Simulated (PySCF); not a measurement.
Dipole moment and polarisability of `CCOCO/C(F)=C/F`

C₅H₈F₂O₂.
Structure used (GFN2-xTB), in Å, numbered top down from 1:
```
atom  x, y, z in Å
C1    -3.0934   -0.3026   -0.0624
C2    -1.6768    0.2145   -0.2371
O3    -0.8262   -0.8963   -0.5189
C4     0.4498   -0.5610   -0.8579
O5     1.1173   -0.0005    0.2869
C6     2.4260    0.2402    0.1776
F7     2.9342    0.1277   -1.0626
C8     3.1834    0.5880    1.2124
F9     4.4904    0.8648    1.0681
H10   -3.4212   -0.8034   -0.9690
H11   -3.7630    0.5253    0.1523
H12   -3.1275   -1.0139    0.7573
H13   -1.3316    0.7162    0.6748
H14   -1.6240    0.9292   -1.0717
H15    0.9565   -1.4832   -1.1680
H16    0.4851    0.1832   -1.6763
H17    2.8139    0.6839    2.2174
```

Level: PBE0/def2-SVPD (PySCF), static field, nuclei fixed, core orbitals frozen in the response. The polarisability tensor in these axes (au):

```
x   93.57  5.92  8.18
y    5.92 60.14  4.81
z    8.18  4.81 70.28
```

What are the eigenvalues, a third of the trace, and Δα (Δα² = ½Σ(αi − αj)² over the three pairs)?

Principal values 58.01, 68.47 and 97.51 au; mean 74.66 au = 11.06 Å³ = 12.31 × 10⁻⁴⁰ C²·m²/J; Δα = 35.45 au (47 % of the mean).

What is the dipole moment, and where does it point?

(-2.72, 0.45, -0.30) D, 2.77 D in size, pointing from the negative to the positive side. Measured along this direction, the outermost atoms are F9 at the negative end and H11 at the positive end.

Rayleigh depolarisation ratio (linearly polarised light, static tensor)?

ρ = 3Δα²/(45ᾱ² + 4Δα²) = 3769.3/(250860 + 5025.8) = 0.0147.

Give the principal axes and the span of the nuclei along them.

Largest value along (0.93, 0.19, 0.31), where the nuclei span 8.32 Å; middle along (-0.35, 0.27, 0.90), 3.57 Å; least along (-0.09, 0.95, -0.31), 2.47 Å. The response follows the extents in order.

Traceless (Buckingham) quadrupole moment about the centre of nuclear charge: eigenvalues?

-9.96, 4.26, 5.70 D·Å. The values depend on the origin, since the dipole doesn't vanish. The electronic extent ⟨r²⟩ about the same centre is 1922 bohr², a root-mean-square distance of 2.73 Å for the 72 electrons.

Find the Langevin capture rate constant for H3+ (3.023 u) meeting this molecule (138.049 u), k = 2.342 × 10⁻⁹ cm³/s × √(α in Å³ / reduced mass in u).

The reduced mass is 2.96 u, so k = 4.53 × 10⁻⁹ cm³/s. The formula leaves out the permanent dipole, which adds to the capture rate.

What would n − 1 = 2πNα be for an ideal gas of these molecules at 298.15 K and 1 atm, electronic part alone?

N = p/kT = 2.4615 × 10¹⁹ cm⁻³, so n − 1 = 2π × N × 11.06 × 10⁻²⁴ cm³ = 1711 × 10⁻⁶ at long wavelengths.

Isolated species at its GFN2-xTB geometry (one conformer only).
